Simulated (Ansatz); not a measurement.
Ansatz (a quantum-chemistry and plane-wave program) input (B3LYP/6-31G* with LANL2DZ past Ar): The .json file joins the Basis Set Exchange's 6-31G* for atoms up to Ar and LANL2DZ past it.

Ansatz 0.2 input:
```yaml
crystal:
  periodic: [false, false, false]
  atoms:
    - {symbol: C, position_ang: [1.68398233, -0.93165445, -0.21413822]}
    - {symbol: Ge, position_ang: [-0.00025522, 0.00886715, 0.00154704]}
    - {symbol: C, position_ang: [-1.62718559, -1.04161573, -0.13013610]}
    - {symbol: F, position_ang: [0.01199875, 0.80283045, 1.52389190]}
    - {symbol: F, position_ang: [-0.07163519, 1.26909849, -1.16240469]}
    - {symbol: H, position_ang: [1.73416003, -1.40396576, -1.19996873]}
    - {symbol: H, position_ang: [2.52312059, -0.23664249, -0.11962840]}
    - {symbol: H, position_ang: [1.78864846, -1.70774449, 0.55018292]}
    - {symbol: H, position_ang: [-2.50469211, -0.40361219, 0.00792385]}
    - {symbol: H, position_ang: [-1.69580537, -1.51787221, -1.11295280]}
    - {symbol: H, position_ang: [-1.64131694, -1.82165094, 0.63719885]}
basis:
  gaussian:
    orbitals: 6-31Gs+LANL2DZ.json
hamiltonian:
  xc: {name: B3LYP}
phonons: {temperatures: {t_min: 298.15, t_max: 298.15, t_step: 100}}
```

Output:

```
Functional definition: B3LYP
integrals: 0.03 GiB planned
924 factors; integrals over basis functions are off by at most 4.0e-4 eV
mean field: 0.27 GiB planned
mean field evaluation 1: about -7701.7606 eV, gradient 6.8e1 eV
mean field evaluation 2: about -7697.7593 eV, gradient 8.3e1 eV
mean field evaluation 4: about -7711.0128 eV, gradient 2.2e0 eV
mean field evaluation 8: about -7711.0366 eV, gradient 4.5e-2 eV
mean field -7711.03664545 eV, -283.3753699921 hartree, gradient 1.6e-5 eV, S^2 0.000000; 0 other end points of the search recorded, 0 dependent functions left out
the calculation of the forces begins
reference -7711.03686141 eV, -283.3753779284 hartree; 20, 20 occupied and 60, 60 virtual orbitals, 924 factors
these checks for a lower state are left out or cut short: stability, starts, cluster_reference, orbital_swaps, neighbouring_geometries, increment
integrals: 0.03 GiB planned
924 factors; integrals over basis functions are off by at most 4.0e-4 eV
mean field: 0.27 GiB planned
mean field evaluation 16: about -7711.0220 eV, gradient 2.1e-1 eV
mean field -7711.03649297 eV, -283.3753643884 hartree, gradient 1.0e-6 eV, S^2 0.000000; 0 other end points of the search recorded, 0 dependent functions left out
the calculation of the forces begins
reference -7711.03670894 eV, -283.3753723253 hartree; 20, 20 occupied and 60, 60 virtual orbitals, 924 factors
these checks for a lower state are left out or cut short: stability, starts, cluster_reference, orbital_swaps, neighbouring_geometries, increment
integrals: 0.03 GiB planned
924 factors; integrals over basis functions are off by at most 4.0e-4 eV
mean field: 0.27 GiB planned
mean field -7711.03649715 eV, -283.3753645422 hartree, gradient 1.2e-6 eV, S^2 0.000000; 0 other end points of the search recorded, 0 dependent functions left out
the calculation of the forces begins
reference -7711.03671310 eV, -283.3753724778 hartree; 20, 20 occupied and 60, 60 virtual orbitals, 924 factors
these checks for a lower state are left out or cut short: stability, starts, cluster_reference, orbital_swaps, neighbouring_geometries, increment
integrals: 0.03 GiB planned
924 factors; integrals over basis functions are off by at most 4.0e-4 eV
mean field: 0.27 GiB planned
mean field evaluation 32: about -7711.0365 eV, gradient 8.7e-5 eV
mean field -7711.03650370 eV, -283.3753647827 hartree, gradient 2.4e-6 eV, S^2 0.000000; 0 other end points of the search recorded, 0 dependent functions left out
the calculation of the forces begins
reference -7711.03671966 eV, -283.3753727192 hartree; 20, 20 occupied and 60, 60 virtual orbitals, 924 factors
these checks for a lower state are left out or cut short: stability, starts, cluster_reference, orbital_swaps, neighbouring_geometries, increment
integrals: 0.03 GiB planned
924 factors; integrals over basis functions are off by at most 4.0e-4 eV
mean field: 0.27 GiB planned
mean field -7711.03649818 eV, -283.3753645798 hartree, gradient 2.3e-6 eV, S^2 0.000000; 0 other end points of the search recorded, 0 dependent functions left out
the calculation of the forces begins
reference -7711.03671413 eV, -283.3753725159 hartree; 20, 20 occupied and 60, 60 virtual orbitals, 924 factors
these checks for a lower state are left out or cut short: stability, starts, cluster_reference, orbital_swaps, neighbouring_geometries, increment
integrals: 0.03 GiB planned
924 factors; integrals over basis functions are off by at most 4.0e-4 eV
mean field: 0.27 GiB planned
mean field -7711.03652714 eV, -283.3753656441 hartree, gradient 1.3e-6 eV, S^2 0.000000; 0 other end points of the search recorded, 0 dependent functions left out
the calculation of the forces begins
reference -7711.03674309 eV, -283.3753735801 hartree; 20, 20 occupied and 60, 60 virtual orbitals, 924 factors
these checks for a lower state are left out or cut short: stability, starts, cluster_reference, orbital_swaps, neighbouring_geometries, increment
integrals: 0.03 GiB planned
924 factors; integrals over basis functions are off by at most 4.0e-4 eV
mean field: 0.27 GiB planned
mean field -7711.03653095 eV, -283.3753657840 hartree, gradient 1.6e-6 eV, S^2 0.000000; 0 other end points of the search recorded, 0 dependent functions left out
the calculation of the forces begins
reference -7711.03674691 eV, -283.3753737205 hartree; 20, 20 occupied and 60, 60 virtual orbitals, 924 factors
these checks for a lower state are left out or cut short: stability, starts, cluster_reference, orbital_swaps, neighbouring_geometries, increment
integrals: 0.03 GiB planned
924 factors; integrals over basis functions are off by at most 4.0e-4 eV
mean field: 0.27 GiB planned
mean field -7711.03662167 eV, -283.3753691181 hartree, gradient 1.6e-6 eV, S^2 0.000000; 0 other end points of the search recorded, 0 dependent functions left out
[...]
these checks for a lower state are left out or cut short: stability, starts, cluster_reference, orbital_swaps, neighbouring_geometries, increment
integrals: 0.03 GiB planned
924 factors; integrals over basis functions are off by at most 4.0e-4 eV
mean field: 0.27 GiB planned
mean field -7711.03660775 eV, -283.3753686064 hartree, gradient 1.2e-6 eV, S^2 0.000000; 0 other end points of the search recorded, 0 dependent functions left out
the calculation of the forces begins
reference -7711.03682370 eV, -283.3753765425 hartree; 20, 20 occupied and 60, 60 virtual orbitals, 924 factors
these checks for a lower state are left out or cut short: stability, starts, cluster_reference, orbital_swaps, neighbouring_geometries, increment
integrals: 0.03 GiB planned
924 factors; integrals over basis functions are off by at most 4.0e-4 eV
mean field: 0.27 GiB planned
mean field -7711.03660777 eV, -283.3753686073 hartree, gradient 2.2e-6 eV, S^2 0.000000; 0 other end points of the search recorded, 0 dependent functions left out
the calculation of the forces begins
reference -7711.03682373 eV, -283.3753765437 hartree; 20, 20 occupied and 60, 60 virtual orbitals, 924 factors
these checks for a lower state are left out or cut short: stability, starts, cluster_reference, orbital_swaps, neighbouring_geometries, increment
integrals: 0.03 GiB planned
924 factors; integrals over basis functions are off by at most 4.0e-4 eV
mean field: 0.27 GiB planned
mean field -7711.03663199 eV, -283.3753694971 hartree, gradient 8.1e-7 eV, S^2 0.000000; 0 other end points of the search recorded, 0 dependent functions left out
the calculation of the forces begins
reference -7711.03684792 eV, -283.3753774327 hartree; 20, 20 occupied and 60, 60 virtual orbitals, 924 factors
these checks for a lower state are left out or cut short: stability, starts, cluster_reference, orbital_swaps, neighbouring_geometries, increment
integrals: 0.03 GiB planned
924 factors; integrals over basis functions are off by at most 4.0e-4 eV
mean field: 0.27 GiB planned
mean field -7711.03663270 eV, -283.3753695235 hartree, gradient 8.3e-7 eV, S^2 0.000000; 0 other end points of the search recorded, 0 dependent functions left out
the calculation of the forces begins
reference -7711.03684868 eV, -283.3753774604 hartree; 20, 20 occupied and 60, 60 virtual orbitals, 924 factors
these checks for a lower state are left out or cut short: stability, starts, cluster_reference, orbital_swaps, neighbouring_geometries, increment
integrals: 0.03 GiB planned
924 factors; integrals over basis functions are off by at most 4.0e-4 eV
mean field: 0.27 GiB planned
mean field evaluation 96: about -7711.0366 eV, gradient 1.3e-6 eV
mean field -7711.03661526 eV, -283.3753688823 hartree, gradient 1.3e-6 eV, S^2 0.000000; 0 other end points of the search recorded, 0 dependent functions left out
the calculation of the forces begins
reference -7711.03683121 eV, -283.3753768184 hartree; 20, 20 occupied and 60, 60 virtual orbitals, 924 factors
these checks for a lower state are left out or cut short: stability, starts, cluster_reference, orbital_swaps, neighbouring_geometries, increment
integrals: 0.03 GiB planned
924 factors; integrals over basis functions are off by at most 4.0e-4 eV
mean field: 0.27 GiB planned
mean field -7711.03661475 eV, -283.3753688636 hartree, gradient 1.3e-6 eV, S^2 0.000000; 0 other end points of the search recorded, 0 dependent functions left out
the calculation of the forces begins
reference -7711.03683071 eV, -283.3753768000 hartree; 20, 20 occupied and 60, 60 virtual orbitals, 924 factors
these checks for a lower state are left out or cut short: stability, starts, cluster_reference, orbital_swaps, neighbouring_geometries, increment
integrals: 0.03 GiB planned
924 factors; integrals over basis functions are off by at most 4.0e-4 eV
mean field: 0.27 GiB planned
mean field -7711.03655728 eV, -283.3753667516 hartree, gradient 2.5e-6 eV, S^2 0.000000; 0 other end points of the search recorded, 0 dependent functions left out
the calculation of the forces begins
reference -7711.03677323 eV, -283.3753746877 hartree; 20, 20 occupied and 60, 60 virtual orbitals, 924 factors
these checks for a lower state are left out or cut short: stability, starts, cluster_reference, orbital_swaps, neighbouring_geometries, increment
integrals: 0.03 GiB planned
924 factors; integrals over basis functions are off by at most 4.0e-4 eV
mean field: 0.27 GiB planned
mean field -7711.03655762 eV, -283.3753667642 hartree, gradient 1.9e-6 eV, S^2 0.000000; 0 other end points of the search recorded, 0 dependent functions left out
the calculation of the forces begins
reference -7711.03677358 eV, -283.3753747007 hartree; 20, 20 occupied and 60, 60 virtual orbitals, 924 factors
these checks for a lower state are left out or cut short: stability, starts, cluster_reference, orbital_swaps, neighbouring_geometries, increment
integrals: 0.03 GiB planned
924 factors; integrals over basis functions are off by at most 4.0e-4 eV
mean field: 0.27 GiB planned
mean field -7711.03659402 eV, -283.3753681020 hartree, gradient 1.5e-6 eV, S^2 0.000000; 0 other end points of the search recorded, 0 dependent functions left out
the calculation of the forces begins
reference -7711.03680999 eV, -283.3753760386 hartree; 20, 20 occupied and 60, 60 virtual orbitals, 924 factors
these checks for a lower state are left out or cut short: stability, starts, cluster_reference, orbital_swaps, neighbouring_geometries, increment
integrals: 0.03 GiB planned
924 factors; integrals over basis functions are off by at most 4.0e-4 eV
mean field: 0.27 GiB planned
mean field evaluation 128: about -7711.0366 eV, gradient 1.7e-6 eV
mean field -7711.03659410 eV, -283.3753681049 hartree, gradient 1.7e-6 eV, S^2 0.000000; 0 other end points of the search recorded, 0 dependent functions left out
the calculation of the forces begins
reference -7711.03681005 eV, -283.3753760408 hartree; 20, 20 occupied and 60, 60 virtual orbitals, 924 factors
these checks for a lower state are left out or cut short: stability, starts, cluster_reference, orbital_swaps, neighbouring_geometries, increment
integrals: 0.03 GiB planned
924 factors; integrals over basis functions are off by at most 4.0e-4 eV
mean field: 0.27 GiB planned
mean field -7711.03660488 eV, -283.3753685011 hartree, gradient 1.4e-6 eV, S^2 0.000000; 0 other end points of the search recorded, 0 dependent functions left out
the calculation of the forces begins
reference -7711.03682087 eV, -283.3753764384 hartree; 20, 20 occupied and 60, 60 virtual orbitals, 924 factors
these checks for a lower state are left out or cut short: stability, starts, cluster_reference, orbital_swaps, neighbouring_geometries, increment
integrals: 0.03 GiB planned
924 factors; integrals over basis functions are off by at most 4.0e-4 eV
mean field: 0.27 GiB planned
mean field -7711.03660510 eV, -283.3753685092 hartree, gradient 1.4e-6 eV, S^2 0.000000; 0 other end points of the search recorded, 0 dependent functions left out
the calculation of the forces begins
reference -7711.03682103 eV, -283.3753764445 hartree; 20, 20 occupied and 60, 60 virtual orbitals, 924 factors
Total energy: -7711.03686141 eV, -283.3753779284 hartree
Atom 0 at     1.683982    -0.931654    -0.214138 Å, force     0.001588    -0.000814    -0.000191 eV/Å
Atom 1 at    -0.000255     0.008867     0.001547 Å, force    -0.000039     0.001361     0.000237 eV/Å
Atom 2 at    -1.627186    -1.041616    -0.130136 Å, force    -0.001539    -0.000918    -0.000111 eV/Å
Atom 3 at     0.011999     0.802830     1.523892 Å, force    -0.000002     0.000018    -0.000038 eV/Å
Atom 4 at    -0.071635     1.269098    -1.162405 Å, force     0.000001     0.000004     0.000042 eV/Å
Atom 5 at     1.734160    -1.403966    -1.199969 Å, force    -0.000141     0.000095     0.000068 eV/Å
Atom 6 at     2.523121    -0.236642    -0.119628 Å, force    -0.000072    -0.000042    -0.000005 eV/Å
Atom 7 at     1.788648    -1.707744     0.550183 Å, force    -0.000144     0.000111    -0.000024 eV/Å
Atom 8 at    -2.504692    -0.403612     0.007924 Å, force     0.000074    -0.000038    -0.000009 eV/Å
Atom 9 at    -1.695805    -1.517872    -1.112953 Å, force     0.000138     0.000104     0.000061 eV/Å
Atom 10 at    -1.641317    -1.821651     0.637199 Å, force     0.000135     0.000120    -0.000031 eV/Å
Dipole moment:     0.018436    -0.640532    -0.111753 e Å
Vibrations: 120.63 129.21 162.19 178.35 196.25 249.64 256.82 574.46 625.58 695.69 706.00 796.52 805.85 867.66 880.14 1331.33 1340.30 1489.92 1491.10 1495.32 1501.95 3070.37 3072.16 3151.49 3152.93 3158.94 3159.04 cm⁻¹, zero-point energy 2.148636 eV
```

The blocks after the first are displaced geometries, from whose forces the wavenumbers follow.
